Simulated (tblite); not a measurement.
C3H8B2F3N.
Structure used (GFN2-xTB), in Å, numbered top down from 1:
```xyz
17
C3H8B2F3N angstrom
B      0.0697    1.7186    0.3261
N      0.0627    0.3077    0.3954
B      1.1189   -0.5562   -0.0352
C      2.3865   -0.0660   -0.8248
C     -1.1207   -0.3326    0.9483
C     -2.0936   -0.6957   -0.1710
F     -3.2097   -1.2654    0.3152
F     -2.4873    0.3709   -0.8777
F     -1.5744   -1.5650   -1.0472
H      0.9718    2.2752   -0.1545
H     -0.8259    2.3161    0.7869
H      1.0325   -1.6915    0.2575
H      3.2152    0.0717   -0.1298
H      2.7173   -0.8174   -1.5386
H      2.2568    0.8699   -1.3570
H     -1.6555    0.3347    1.6293
H     -0.8712   -1.2628    1.4672
```

Computed values, GFN2-xTB/tblite, gas phase, harmonic and unscaled. Against measured fundamentals such values can be off by several per cent, at times by over 20. Modes of hydrogen on boron can be 10 to 20 % off. One conformer, not necessarily the lowest. The optimisation stopped once no atom felt more than 0.01 eV/Å.

Lowest wavenumbers of the output (negative numbers stand for imaginary wavenumbers):
```
mode    cm-1
  1     -31.8
  2      34.4
  3      54.3
  4      97.7
  5     156.9
  6     261.8
  7     284.5
  8     306.6
  9     341.0
 10     403.2
 11     446.2
 12     455.1
 13     474.4
 14     516.3
 15     602.2
```

Is this structure a minimum?

Not by this Hessian. 1 mode is imaginary beyond 20i (32i cm⁻¹), so at this level the point lies at or near a first-order saddle. The curvature is small, so loose convergence or finite differences may be the whole cause.

Which atoms move in the imaginary mode?

32i: H13 (methyl hydrogen) 41 %, H14 (methyl hydrogen) 28 %, H15 (methyl hydrogen) 25 %. These are shares of the mass-weighted motion.

What is the remedy?

Step along that mode in both directions, optimise again with tighter thresholds and repeat the frequencies. The zero-point energy of this point (74.0 kcal/mol) counts the 44 real modes alone, and thermal corrections from it aren't those of a minimum.
